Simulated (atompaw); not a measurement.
## Plane-wave convergence, PAW (atompaw) potential for silver

| Item | Value |
| --- | --- |
| Element | silver |
| Generator | atompaw 4.2.0.5 |
| Type | PAW |
| Functional | PBEsol |
| Relativity | scalar-relativistic |
| Frozen core | [Ar] 3d10 |
| Valence charge | 19 |
| Reference configuration | 4s2 4p6 4d10 5s1 5p0 |
| Partial waves | 4s (bound): rc 1.60 bohr; 5s (bound): rc 1.75 bohr; 4p (bound): rc 1.75 bohr; 5p (bound, empty): rc 1.75 bohr; 4d (bound): rc 1.75 bohr; 4d channel at 2.3 Ry: rc 1.75 bohr |
| Local potential | bessel scheme, radius 1.30 bohr |
| Core correction | smooth core density matched at 1.40 bohr |
| Augmentation charge | besselshape compensation charge, radius 1.60 bohr; PAW radius 1.75 bohr; waves and projectors: custom polynom vanderbiltortho |

The pseudo-atom Hamiltonian at the reference potential is diagonalised in spherical Bessel functions j_l(qr) that vanish at 20 bohr, with q² up to the cutoff. All-electron valence levels (Ry): 4s -6.9801, 5s -0.3250, 4p -4.3007, 5p -0.0491, 4d -0.5478.

Problem. How do the lowest levels (Ry) of each channel move with the cutoff, and are there ghosts?

Solution.

```json
{"cutoff (Ry)": "8", "s #1": "-6.2296", "s #2": "-0.2746", "p #1": "-2.6490", "p #2": "-0.0140", "p #3": "0.0724", "d #1": "0.0593", "d #2": "0.1334", "f #1": "0.1112", "Σ f·Δε (mRy)": "17531.4"}
{"cutoff (Ry)": "12", "s #1": "-6.8230", "s #2": "-0.3165", "p #1": "-3.7527", "p #2": "-0.0348", "p #3": "0.0613", "d #1": "-0.0237", "d #2": "0.0693", "f #1": "0.1112", "Σ f·Δε (mRy)": "8851.4"}
{"cutoff (Ry)": "15", "s #1": "-6.9239", "s #2": "-0.3225", "p #1": "-4.1487", "p #2": "-0.0446", "p #3": "0.0576", "d #1": "-0.2045", "d #2": "0.0650", "f #1": "0.1112", "Σ f·Δε (mRy)": "4459.2"}
{"cutoff (Ry)": "21", "s #1": "-6.9777", "s #2": "-0.3247", "p #1": "-4.2875", "p #2": "-0.0486", "p #3": "0.0563", "d #1": "-0.4973", "d #2": "0.0637", "f #1": "0.1112", "Σ f·Δε (mRy)": "589.1"}
{"cutoff (Ry)": "30", "s #1": "-6.9787", "s #2": "-0.3248", "p #1": "-4.2980", "p #2": "-0.0489", "p #3": "0.0561", "d #1": "-0.5447", "d #2": "0.0636", "f #1": "0.1112", "Σ f·Δε (mRy)": "50.0"}
{"cutoff (Ry)": "40", "s #1": "-6.9798", "s #2": "-0.3249", "p #1": "-4.2998", "p #2": "-0.0490", "p #3": "0.0561", "d #1": "-0.5461", "d #2": "0.0635", "f #1": "0.1112", "Σ f·Δε (mRy)": "22.4"}
{"cutoff (Ry)": "45", "s #1": "-6.9800", "s #2": "-0.3249", "p #1": "-4.3004", "p #2": "-0.0490", "p #3": "0.0561", "d #1": "-0.5467", "d #2": "0.0635", "f #1": "0.1112", "Σ f·Δε (mRy)": "13.0"}
{"cutoff (Ry)": "55", "s #1": "-6.9800", "s #2": "-0.3249", "p #1": "-4.3005", "p #2": "-0.0490", "p #3": "0.0561", "d #1": "-0.5476", "d #2": "0.0635", "f #1": "0.1112", "Σ f·Δε (mRy)": "2.8"}
{"cutoff (Ry)": "70", "s #1": "-6.9801", "s #2": "-0.3250", "p #1": "-4.3006", "p #2": "-0.0490", "p #3": "0.0561", "d #1": "-0.5477", "d #2": "0.0635", "f #1": "0.1112", "Σ f·Δε (mRy)": "1.4"}
{"cutoff (Ry)": "80", "s #1": "-6.9801", "s #2": "-0.3250", "p #1": "-4.3007", "p #2": "-0.0490", "p #3": "0.0561", "d #1": "-0.5477", "d #2": "0.0635", "f #1": "0.1112", "Σ f·Δε (mRy)": "0.7"}
{"cutoff (Ry)": "100", "s #1": "-6.9801", "s #2": "-0.3250", "p #1": "-4.3007", "p #2": "-0.0490", "p #3": "0.0561", "d #1": "-0.5478", "d #2": "0.0635", "f #1": "0.1112", "Σ f·Δε (mRy)": "0.2"}
{"cutoff (Ry)": "400", "s #1": "-6.9801", "s #2": "-0.3250", "p #1": "-4.3007", "p #2": "-0.0490", "p #3": "0.0561", "d #1": "-0.5478", "d #2": "0.0635", "f #1": "0.1112", "Σ f·Δε (mRy)": "0.0"}
```

Result: no extra level below or beside the all-electron valence levels (s, p, d, f tested); 10 mRy is reached at 50 Ry and 1 mRy at 80 Ry.
